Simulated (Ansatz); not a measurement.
## Energy on a grid of two coordinates

ZnNH3 (SMILES [NH2][ZnH]), closed shell, PBE0-D4/def2-TZVP minimum:

N1  (-0.144, -0.834, -0.066)
Zn2  (0.345, 0.916, -0.097)
H3  (-1.046, -1.111, -0.423)
H4  (0.073, -1.403, 0.739)
H5  (0.822, 2.359, -0.195)
(Å)

Rows set the bond length Zn2–H5 (Å; 1.523 at the minimum), columns the bond length N1–H3 (Å; 1.009), set in this order; the parts move rigidly, in a bend the first-named atom's side turns in the plane, and in a torsion the whole end group turns. CCSD(T) energies count from the value at that structure, in kcal/mol. Computed with Ansatz 0.2.0 (basis: def2-TZVPP); correlated methods freeze the cores. Filled d shells of the heavier atoms are correlated.

```tsv
Zn2–H5 \ N1–H3	0.908	0.938	0.981	1.031	1.087	1.147	1.211
1.340	12.49	8.90	6.25	6.05	?	13.28	19.97
1.417	8.11	4.52	1.87	1.67	4.12	8.90	15.60
1.530	6.72	3.12	0.48	0.28	?	7.52	14.22
1.662	9.75	6.16	3.52	3.32	5.77	?	17.27
1.808	16.32	12.73	10.08	9.88	12.34	17.13	23.83
1.965	25.21	21.62	18.98	18.78	?	26.02	32.72
2.132	35.36	31.76	29.11	28.91	31.35	36.14	42.84
```

Fill in the withheld cells. (To be estimated.)

The calculation gives: (1.340, 1.087): 8.49; (1.530, 1.087): 2.73; (1.662, 1.147): 10.56; (1.965, 1.087): 21.23 kcal/mol. These count from the CCSD(T) energy at the PBE0-D4 minimum.

The same grid for a cheaper method: HF − CCSD(T), both counted from the minimum, in kcal/mol:
```csv
Zn2–H5 \ N1–H3,0.908,0.938,0.981,1.031,1.087,1.147,1.211
1.340,2.47,2.85,3.42,4.13,4.99,5.96,7.07
1.417,0.67,1.04,1.62,2.33,3.18,4.16,5.27
1.530,-1.46,-1.08,-0.51,0.21,1.06,2.04,3.16
1.662,-3.13,-2.75,-2.17,-1.46,-0.60,0.38,1.50
1.808,-4.12,-3.75,-3.17,-2.45,-1.59,-0.60,0.52
1.965,-4.45,-4.07,-3.49,-2.77,-1.90,-0.91,0.22
2.132,-4.11,-3.72,-3.14,-2.41,-1.54,-0.54,0.59
```

No T1 diagnostic of these runs exceeds 0.018. This choice of frozen cores biases the correlated bond energies of the heavy atoms.

For scale, one of the runs: CCSD(T)/def2-TZVPP, 137 basis functions (an equivalent command: `ansatz run in.yaml --threads 2`). The run took 44 s on 2 CPU threads (shared host), with 0.87 GiB of host memory at its peak.
